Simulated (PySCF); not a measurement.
Relaxation of singlet Ag₃O⁺

These are results of PBE0/[O def2-TZVP, Ag def2-TZVP with ECP28], scalar-relativistic core potentials, density fitting, no spin–orbit coupling, PySCF, not measurements. A (50,194) grid was used.

A hand-made trigonal pyramidal start, of C3v symmetry, held to at least that symmetry:

```xyz
4
charge 1 multiplicity 1, angstrom
O     0.0000    0.0000   -0.8371
Ag    1.6527    0.0000    0.0418
Ag   -0.8264    1.4313    0.0417
Ag   -0.8264   -1.4313    0.0417
```

**Question.** What forces act on the atoms at the start (eV/Å)?

**Answer.** 
```json
{"atom": "O1", "Fx": "-0.03", "Fy": "0.00", "Fz": "-4.75"}
{"atom": "Ag2", "Fx": "3.88", "Fy": "0.00", "Fz": "1.61"}
{"atom": "Ag3", "Fx": "-1.93", "Fy": "3.37", "Fz": "1.57"}
{"atom": "Ag4", "Fx": "-1.93", "Fy": "-3.37", "Fz": "1.57"}
```

**Question.** What does it relax to?

**Answer.** It ends at D3h with O–Ag 2.057 Å (×3); Ag–O–Ag 120.0° (×3) (after a last refinement on a finer grid). A frequency run shows a minimum. Other isomers or separated fragments may lie lower.

**Question.** How much energy is released, and in how many steps?

**Answer.** 117.7 kJ/mol in 13 steps.
